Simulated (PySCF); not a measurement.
Simulated outer-valence photoelectron spectrum of `N#C[Si@H](N)O`. Method: EOM-IP-CCSD/aug-cc-pVDZ in PySCF, restricted Hartree–Fock reference, 9 core orbitals frozen, non-relativistic, gas phase, PBE0-D3(BJ)/def2-SVP geometry.

Each root has a Gaussian of 0.3 eV full width with its one-hole share as area; cross sections and vibrations are left out, and the highest printed point is 100.

```tsv
ionisation energy (eV)	intensity
10.3	1
10.4	5
10.5	22
10.6	49
10.7	59
10.8	39
10.9	14
11.0	3
11.1	0
11.2	0
11.3	0
11.4	0
11.5	0
11.6	0
11.7	0
11.8	0
11.9	0
12.0	4
12.1	18
12.2	44
12.3	60
12.4	46
12.5	33
12.6	51
12.7	81
12.8	98
12.9	100
13.0	93
13.1	74
13.2	42
13.3	14
13.4	5
13.5	12
13.6	35
13.7	57
13.8	51
13.9	25
14.0	6
14.1	2
14.2	6
14.3	23
14.4	50
14.5	58
14.6	37
14.7	13
14.8	2
14.9	0
15.0	0
15.1	0
15.2	0
15.3	0
15.4	0
15.5	1
15.6	6
15.7	23
15.8	49
15.9	58
16.0	37
16.1	13
16.2	2
16.3	0
```

Problem. Where are the maxima, and how many lines lie under the curve?

Solution. 6 maxima, at 10.7, 12.3, 12.9, 13.7, 14.5 and 15.9 eV, from 8 lines. At this width some lines have no maximum of their own.

Problem. List the lines with their holes.

Solution. 
```
E (eV)  leading hole (HF orbital)  area  Koopmans (eV)
 10.68                       HOMO  0.94          11.94
 12.30                     HOMO-3  0.94          14.25
 12.71                     HOMO-1  0.95          12.92
 12.89                     HOMO-2  0.95          13.03
 13.08                     HOMO-4  0.94          14.45
 13.73                     HOMO-5  0.94          15.56
 14.47                     HOMO-6  0.94          15.97
 15.88                     HOMO-7  0.93          17.54
```

The widest gap, 1.62 eV, lies between 10.68 and 12.30 eV. Only orbitals with −ε under 21 eV, eight at most, were ionised, so the high end of the curve may lack lines.

Conformer computed: `[N:1]#[C:2][Si@H:3]([NH2:4])[OH:5]`: H–N4–Si3–C2 -29°, H–N4–Si3–C2 166°, H–O5–Si3–C2 56°.

One conformer stands for the species.
